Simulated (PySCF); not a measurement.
C2H8F3NSi2 (charge +1 and doublet state).
SMILES with atom numbers: `[F:1][C:2]([F:3])([F:4])[CH2:5][NH+:6][SiH2:7][SiH3:8]` (hydrogens: H9, H10 on C5; H11 on N6; H12, H13 on Si7; H14, H15, H16 on Si8)

Geometry (GFN2-xTB, Å), atoms numbered from 1 in this order:
```xyz
16
C2H8F3NSi2 angstrom
F      3.6336    0.3258    0.4087
C      2.3993   -0.1103    0.2365
F      2.1563   -0.1616   -1.0948
F      2.3242   -1.3694    0.6721
C      1.3463    0.7771    0.9035
N      0.0260    0.2526    0.6259
Si    -0.5914    0.1632   -0.9679
Si    -3.0923    0.5714   -0.3510
H      1.5425    0.8137    1.9765
H      1.4542    1.7801    0.4843
H     -0.2515   -0.4369    1.3132
H     -0.5973   -1.1259   -1.6476
H     -0.2150    1.3650   -1.6963
H     -3.6521    0.5663   -1.6956
H     -3.0801    1.8521    0.3438
H     -3.4102   -0.5868    0.4771
```

The hyperfine couplings belong to this conformer and change with its torsions.

Theory: UKS B3LYP, pcH-1 on C F H N Si, non-relativistic, mean-field spin-orbit, GIAO (PySCF 2.14.0). Isolated species at its GFN2-xTB geometry (one conformer only). Couplings are sensitive to structure, and on GFN2-xTB geometries they can be far from those on DFT ones, by a factor of two or more for some ions and for spin on atoms past the first row. Stability of the SCF solution: not tested.

Computed for the main isotopes (class means, splittings of 0.05 mT or more): g = 2.0052; H12/H13 1H +93.4 MHz (3.33 mT); N6 14N +41.8 MHz (1.49 mT); H14/H15/H16 1H +28.7 MHz (1.02 mT); H11 1H -22.3 MHz (0.80 mT); H9/H10 1H +12.9 MHz (0.46 mT); F1/F3/F4 19F +10.4 MHz (0.37 mT); 864 first-order lines, 15.53 mT wide.

Q: What changes when 14N at N6 is replaced by 15N?

A: The spin density stays the same (vibrational effects aside), so a scales with the nuclear g factor: -0.56638/0.40376 = -1.4028, so a goes from +41.8 to -58.7 MHz (2.090 mT). The spin goes from 1 to 1/2, so the 1:1:1 triplet becomes a 1:1 doublet. The spectrum then has 576 first-order lines over 14.64 mT.

Q: What changes when 1H at H12/H13 is replaced by 2H at both sites?

A: The spin density stays the same (vibrational effects aside), so a scales with the nuclear g factor: 0.85744/5.58569 = 0.1535, so a goes from +93.4 to +14.3 MHz (0.511 mT). The spin goes from 1/2 to 1, so the 1:2:1 triplet becomes a 1:2:3:2:1 quintet. The spectrum then has 1440 first-order lines over 10.92 mT.

Q: Give position and intensity of the satellites from 29Si at Si8.

A: a = -46.5 MHz, or 1.66 mT in magnitude, and I = 1/2, so to first order each main line has two satellites, at ±0.83 mT. The isotope's abundance is about 4.7 %, shared among 2 lines, so each has 2.5 % of the main line's intensity.

Q: Give position and intensity of the satellites from 13C at C2.

A: a = +39.4 MHz, or 1.40 mT in magnitude, and I = 1/2, so to first order each main line has two satellites, at ±0.70 mT. The isotope's abundance is about 1.07 %, shared among 2 lines, so each has 0.54 % of the main line's intensity.

Means are taken over nuclei equivalent by connectivity, which assumes that they swap fast. The three 1H nuclei of mean +28.7 MHz run from 6.8 to 57.9 MHz in the frozen geometry. The three 19F nuclei of mean +10.4 MHz run from -1.2 to 18.2 MHz in the frozen geometry. The 1H value of +93.4 MHz is a mean of couplings from 15.1 to 171.7 MHz in this one geometry, not an average over conformers. The 1H value of +12.9 MHz is a mean of couplings from -1.4 to 27.3 MHz in this one geometry, not an average over conformers.
